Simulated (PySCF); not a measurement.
[FeI4]2-: Fe(II) (d6), charge -2. The structure is a PBE0-D3(BJ)/def2-SVP, IEF-PCM water geometry optimised for multiplicity 5; coordination tetrahedral, point group D2d, metal–donor distances 2.69 Å.

```
5

Fe    0.0000    0.0000    0.0000
I     1.4877    1.5824    1.5824
I     1.4877   -1.5824   -1.5824
I    -1.4877   -1.5824    1.5824
I    -1.4877    1.5824   -1.5824
```

Method (PySCF 2.14, density fitting): CASSCF(6,5) with orbitals averaged over all microstates of the shell, strongly contracted NEVPT2 on the averaged canonical orbitals; basis x2c-TZVPall on the metal, x2c-SVPall elsewhere; spin-free X2C; IEF-PCM water; spin-orbit coupling by state interaction with the mean-field operator over all roots.

(1) Which term lies lowest, and with what spin?

(2) List the excited states of the same spin.

(3) Which is the lowest state of another spin?

(4) Give the fitted ligand-field and repulsion parameters.

(5) What magnetic behaviour follows?

No frequencies were computed for the optimised geometry. 5B1 (from 5E) (123 cm⁻¹) lies within 300 cm⁻¹ of 5A1 (from 5E) at NEVPT2 level, inside the method's error: they are parts of one split term, whose order is undecided, and g values and low-temperature moments can hang on it. Gaps between spin states lean to high spin in this active space.

The job took 28 s on one thread of AMD EPYC 9R45 96-Core Processor (shared host), with 192 basis functions and a peak of 0.92 GiB, launched as `OMP_NUM_THREADS=1 python lf_run.py task.json out`.

## Answers

(1) 5A1 (from 5E) (S = 2, orbital degeneracy 1), with 3.0 electrons in the lower (e-type) set and 3.0 in the upper (t2-type) set, by NEVPT2; the next part of the same split term lies only 123 cm⁻¹ higher, which doesn't decide their order.

(2) By NEVPT2: 5B1 (from 5E) at 123 cm⁻¹; 5E (from 5T2) at 2396 cm⁻¹; 5B2 (from 5T2) at 2914 cm⁻¹. The strongest, at 2914 cm⁻¹, has f = 4.7e-05.

(3) 3A2 (from 3T1) at 18446 cm⁻¹ by NEVPT2; CASSCF alone puts it at 20284 cm⁻¹ above the same ground state.

(4) At CASSCF level (the NEVPT2 levels don't fit a ligand-field model well): orbital energies 0, 119, 1791, 1791, 2190 cm⁻¹; 10Dq = 1864 cm⁻¹ (difference of the means of the two sets); B = 1107 cm⁻¹; C = 4111 cm⁻¹; B over its free-ion value at the same level 0.937; rms of the fit 80 cm⁻¹; ζ = 359 cm⁻¹ (free ion 412).

(5) The ground multiplet follows a spin Hamiltonian with S = 2, g = 1.944, 2.228, 2.228, D = 12.21 cm⁻¹, E/|D| = 0.00 (spin-orbit part alone); the lowest levels hold 96 % of the spin-free ground state. μeff is 5.36 μB at 300 K and 4.73 μB at 10 K; the spin-only value is 4.90 μB.
